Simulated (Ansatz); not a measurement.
Reaction (redistribution): `[AlH2][NH][SiH2]Cl` + `C[SiH](S)CS` → `C[SiH](S)[SiH2]Cl` + `[AlH2][NH]CS`

Isolated molecules relaxed with PBE0-D4/def2-TZVP in Ansatz; ΔE leaves out vibrations. CCSD(T)/CBS adds triple-zeta CCSD(T) − MP2 to the extrapolated MP2 energy (def2 sets, frozen cores). Functionals use def2-TZVPP. B3LYP here is the variant with VWN-RPA as its local correlation; programs differ in this. Each species was taken in one conformer, which may not be the lowest.

(1) Is it downhill or uphill in electronic energy at CCSD(T)/CBS, and by how much? (An estimate is asked.)

(2) What do these levels give: PBE-D4, r2SCAN-D4, PBE0-D4, B3LYP-D4, ωB97X-V, ωB97M-V, B2PLYP, r2SCAN, B3LYP, HF/def2-TZVPP, SCS-MP2/def2-QZVPP, HF/CBS(def2)? (An estimate is asked.)

Largest T1 diagnostic among the species: 0.012.

Answers

(1) The calculation gave: Uphill: ΔE = +34.3 kcal/mol.

(2) Ansatz gave: PBE-D4 27.4, r2SCAN-D4 32.3, PBE0-D4 29.9, B3LYP-D4 31.4, ωB97X-V 32.5, ωB97M-V 34.8, B2PLYP 33.7, r2SCAN 32.3, B3LYP 31.6, HF/def2-TZVPP 36.3, SCS-MP2/def2-QZVPP 36.2, HF/CBS(def2) 36.7 kcal/mol.

From PBE to PBE0 (25 % exact exchange), in def2-TZVPP and without D4, ΔE moves by +2.5 kcal/mol.
